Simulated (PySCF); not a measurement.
**Diatomic cations of Na with the alkaline earths**

CCSD(T) with double-zeta basis sets in PySCF, for the lowest determinant that a PBE0 search found; no spin–orbit coupling. De refers to high-spin ground-configuration atoms (the charge goes to the atom of lower measured ionisation energy or higher electron affinity, which is not always the lowest computed limit).

| M | basis | reference, frozen orbitals | charged atom | state (unpaired electrons) | Re (Å) | ωe (cm⁻¹) | De (eV) |
| --- | --- | --- | --- | --- | --- | --- | --- |
| Be | cc-pVDZ | RHF, 1 | Na+ | singlet (closed shell) | 3.054 | 183 | 0.32 |
| Mg | cc-pVDZ | RHF, 2 | Na+ | singlet (closed shell) | 3.295 | 147 | 0.51 |
| Ca | def2-SVP | RHF, 6 | Na+ | singlet (closed shell) | 3.686 | 130 | 0.85 |
| Sr | def2-SVP | RHF, 1 | Na+ | singlet (closed shell) | 3.742 | 113 | 0.93 |

(1) By what factor does the harmonic wavenumber vary along the series?

The rows differ in basis set, which adds steps of its own.

Down a group the atoms grow and get heavier, so bonds lengthen and wavenumbers fall; this series shows no clear exception.

Correlated steps freeze the inner cores (1 to 6 orbitals); shallow outer-core shells are correlated. Weak bonds: NaBe⁺. Basis-set superposition, not corrected here, can be much of De in a small basis, most of all at correlated wavefunction levels. For an ion De counts to the pair picked by the measured ionisation energies or electron affinities, which need not be the lowest pair at this level.

## Answers

(1) At CCSD(T) it runs from 113 cm⁻¹ (NaSr⁺) to 183 cm⁻¹ (NaBe⁺), a factor of 1.62.
